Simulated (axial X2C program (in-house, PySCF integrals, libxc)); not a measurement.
# Ionising MgBr

Computed with an axial X2C code built on PySCF integrals, spin-free (one-electron X2C) or two-component (2c: spin–orbit coupling with atomic mean-field Coulomb and Gaunt terms, which also bring small scalar terms), in Dyall basis sets with cores contracted in-house; open shells are unrestricted.

Basis sets: Br dyall-cv3z, Mg dyall-cv3z. Frozen shells (counts by l): MgBr Br 3s2p1d, Mg 2s1p, 9 electrons correlated; MgBr⁺ Br 3s2p1d, Mg 2s1p, 8 electrons correlated. Where the outer core of a metal is frozen, bonds come out longer and ionisation energies lower.

```csv
Hamiltonian,level,MgBr state,Re (Å),ωe (cm⁻¹),De (eV)
spin-free,HF,"M_S = 1/2, Λ = 0",2.368,373.0,2.47
spin-free,PBE0,"M_S = 1/2, Λ = 0",2.359,366.4,2.89
spin-free,MP2,"M_S = 1/2, Λ = 0",2.365,374.4,3.01
2c,HF,Ω = 1/2,2.369,372.6,2.31
2c,PBE0,Ω = 1/2,2.360,365.7,2.79
2c,MP2,Ω = 1/2,2.366,374.0,2.86
```

Adiabatic ionisation energy (minimum to minimum, no zero-point term) and constants of MgBr⁺:

```json
{"Hamiltonian": "spin-free", "level": "HF", "MgBr⁺ state": "M_S = 0, Λ = 0", "IE (eV)": "7.45", "Re (Å)": "2.248", "ωe (cm⁻¹)": "465.2", "De (eV)": "1.63", "fragments": "Br + Mg+"}
{"Hamiltonian": "spin-free", "level": "PBE0", "MgBr⁺ state": "M_S = 0, Λ = 0", "IE (eV)": "7.68", "Re (Å)": "2.246", "ωe (cm⁻¹)": "450.6", "De (eV)": "2.77", "fragments": "Br + Mg+"}
{"Hamiltonian": "spin-free", "level": "MP2", "MgBr⁺ state": "M_S = 0, Λ = 0", "IE (eV)": "7.47", "Re (Å)": "2.257", "ωe (cm⁻¹)": "456.1", "De (eV)": "2.80", "fragments": "Br + Mg+"}
{"Hamiltonian": "2c", "level": "HF", "MgBr⁺ state": "Ω = 0", "IE (eV)": "7.45", "Re (Å)": "2.249", "ωe (cm⁻¹)": "464.0", "De (eV)": "1.48", "fragments": "Br + Mg+"}
{"Hamiltonian": "2c", "level": "PBE0", "MgBr⁺ state": "Ω = 0", "IE (eV)": "7.67", "Re (Å)": "2.247", "ωe (cm⁻¹)": "448.7", "De (eV)": "2.67", "fragments": "Br + Mg+"}
{"Hamiltonian": "2c", "level": "MP2", "MgBr⁺ state": "Ω = 0", "IE (eV)": "7.47", "Re (Å)": "2.258", "ωe (cm⁻¹)": "455.0", "De (eV)": "2.66", "fragments": "Br + Mg+"}
```

(1) Add the zero-point terms to the ionisation energy at MP2, 2c, and say whether the electron removed was bonding.

(2) Close the cycle De(MgBr⁺) + IE(MgBr) = De(MgBr) + IE(Mg) to find the atomic ionisation energy at MP2, 2c.

Each entry is the lowest single determinant of a limited PBE0 search at one distance. De goes to single-determinant-based atoms at the same level (for ions the charge split of lowest energy) and is withheld (n/a) where an atom does not fit its ground term or J level. Main or longest-lived isotopes. The functionals have no current term, which raises determinants with orbital currents.

## Answers

(1) IE0 = IE + (ωe⁺ − ωe)/2 = 7.47 + (0.005) = 7.48 eV. Re changes by -0.108 Å, so the bond shortens, as on loss of an antibonding or a polarising non-bonding electron.

(2) IE(Mg) = 2.66 + 7.47 − 2.86 = 7.27 eV, for the determinants used.
